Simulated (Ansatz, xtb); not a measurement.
**A geometry optimisation of F2Si2 with r2SCAN-D4/def2-SVP**

The starting geometry of this gas-phase singlet has its atoms placed at random; its bonds are those of `F[Si](F)=[Si]`.

```xyz
4

F     1.4901   -0.5434    0.0887
F     0.2673    0.7056    1.4202
Si   -0.1848   -0.6593    0.9189
Si   -0.2889    0.5095   -0.7841
```

**Question.** One run relaxed it with r2SCAN-D4/def2-SVP. What is a likely outcome?

**Answer.** It ends as a structure with F1 bridging Si4 and Si3, F2 bridging Si3 and Si4, given below by its coordinates. Distances that change by over a tenth: F2–Si3 (1.52 → 1.91 Å), Si3–Si4 (2.07 → 2.30 Å). Contacts that close: F1–Si4 (2.24 → 1.91 Å), F2–Si4 (2.28 → 1.91 Å).

The energy falls by 2.34 eV over 6 steps:

```csv
step,E − E(last) (eV)
1,2.338
2,0.602
3,0.178
4,0.005
5,0.002
6,0.000
```

Final geometry (Å):

| atom | x (Å) | y (Å) | z (Å) |
| --- | --- | --- | --- |
| F | 1.3480 | -0.5508 | -0.0781 |
| F | 0.1249 | 0.9300 | 1.2496 |
| Si | -0.1068 | -0.9567 | 1.0895 |
| Si | -0.0825 | 0.5899 | -0.6173 |

From the same start GFN2-xTB ends elsewhere, differing in F1–Si4 (2.67 against 1.91 Å here), F2–Si4 (2.67 against 1.91 Å here).

From so rough a start the end depends on the optimiser's path, so another program may land elsewhere. The end wasn't checked by frequencies. Run with Ansatz 0.2.0, 7.2 s on 1 thread of Intel(R) Xeon(R) 6975P-C (Granite Rapids) (shared host).
